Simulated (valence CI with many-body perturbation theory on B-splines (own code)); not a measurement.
# Which ion has this spectrum?

A relativistic CI+MBPT calculation for an atom or ion with 34 electrons gives these levels (cm⁻¹):

| J | Parity | E | g |
| --- | --- | --- | --- |
| 2 | even | 0 | 1.34 |
| 0 | even | 77118 |  |
| 1 | even | 990593 | 1.50 |
| 2 | even | 1029378 | 1.15 |
| 2 | odd | 1352631 | 1.05 |
| 0 | odd | 1378448 |  |
| 1 | odd | 1379802 | 1.13 |
| 3 | odd | 1386678 | 1.11 |
| 4 | odd | 1580872 | 1.26 |
| 2 | odd | 1595672 | 1.27 |
| 3 | odd | 1699957 | 1.19 |
| 1 | odd | 1730227 | 1.06 |
| 2 | odd | 1915428 | 1.47 |
| 1 | odd | 2016401 | 1.17 |

The energies are calculated, and their last digits are not significant.

**Question.** Which is it?
A. Pt44+
B. Tl47+
C. Re41+
D. Hg46+

**Answer.** A. Pt44+, ground level (4s^2 4p1/2^2 4p3/2^2) J=2.
